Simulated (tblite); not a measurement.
C₄H₄N₂O₂Si.
Cartesian coordinates in Å at the GFN2-xTB level; atoms count from 1:
```
atom  x, y, z in Å
N1     1.2267    1.5663    2.3162
C2     1.2480    0.8893    1.3915
C3     1.2228    0.0376    0.2493
C4     2.4588   -0.0434   -0.5862
O5     3.4734    0.5625   -0.3843
N6     0.2159   -0.6633   -0.0897
Si7   -1.4144   -0.8452    0.3589
C8    -2.2120    0.3766   -0.9269
O9    -2.9489    0.0230   -1.7973
H10    2.3298   -0.7442   -1.4301
H11   -1.9132   -0.3880    1.6570
H12   -1.7093   -2.2229    0.0106
H13   -1.9819    1.4521   -0.7869
```

Method: GFN2-xTB as coded in tblite; computed harmonic values from a numerical Hessian at the method's own geometry, unscaled. The method is semi-empirical: single wavenumbers can be off by several per cent or more. Modes of hydrogen on silicon can be 10 to 20 % off. One conformer, not necessarily the lowest.

Harmonic wavenumbers (cm⁻¹): 27.4, 34.7, 54.6, 90.1, 106.9, 142.1, 221.5, 287.4, 303.4, 314.0, 445.0, 493.9, 514.3, 555.3, 637.1, 645.3, 655.0, 717.9, 767.1, 782.6, 900.1, 936.9, 1147.0, 1314.4, 1327.2, 1604.2, 1754.1, 1790.1, 2257.1, 2350.8, 2377.2, 2710.9, 2808.2.

A = 2375, B = 724.3, C = 638.0 MHz; mass 140.004 u (most abundant isotopes); point group C1, symmetry number 1.

Q: Zero-point energy?

A: ½Σν̃ = 15537 cm⁻¹ = 44.42 kcal/mol.

Q: Entropy at 200 K, 1 bar (ideal gas, RRHO, classical rotation)?

A: Translation 38.76, rotation 28.87, vibration 26.53: S = 94.2 cal/(mol K).

Q: And Cp and H(200 K) − H(0)?

A: Cp = 30.52 cal/(mol K), of which vibrations give 22.57 (their classical limit is 33 R = 65.6); H(200 K) − H(0) = 4.15 kcal/mol without the zero-point energy, 2.56 from vibrations.

Q: What must be added to the electronic energy to get the Gibbs energy at 200 K and 1 bar?

A: ZPE + [H(200 K) − H(0)] − T·S = 44.42 + 4.15 − 18.83 = 29.74 kcal/mol.

Q: How do the functions run with temperature in this model?

A: 
```tsv
T (K)	S (cal/(mol K))	Cp (cal/(mol K))	H − H(0) (kcal/mol)	G − H(0) (kcal/mol)	ln q(vib)
100	76.5	21.3	1.55	-6.10	3.45
300	108.1	38.2	7.60	-24.82	9.97
500	130.2	48.6	16.37	-48.75	15.36
800	155.3	57.8	32.46	-91.76	22.14
1000	168.6	61.7	44.43	-124.18	26.02
```

q(vib) and H(0) count from the zero-point level.

Q: Which modes carry the vibrational entropy at 200 K?

A: 27.4 cm⁻¹: 5.22; 34.7 cm⁻¹: 4.75; 54.6 cm⁻¹: 3.86; 90.1 cm⁻¹: 2.88; 106.9 cm⁻¹: 2.56; 142.1 cm⁻¹: 2.03 cal/(mol K); the other 27 give 5.24 together.

Q: Blend soft modes into free rotors: weight 1/[1 + (100 cm⁻¹/ν̃)⁴] for the oscillator and the rest for a rotor with moment μB/(μ + B), μ = h/(8π²ν), B = 10⁻⁴⁴ kg m². What vibrational entropy results?

A: 22.90 cal/(mol K) in place of 26.53, which changes −T·S at 200 K by +0.73 kcal/mol.

Hindered rotation and anharmonicity are outside this model. Other conformers, if any are populated, would add a mixing term that is left out. The structure is chiral; the term R ln 2 for an equal mix with its mirror image is left out.
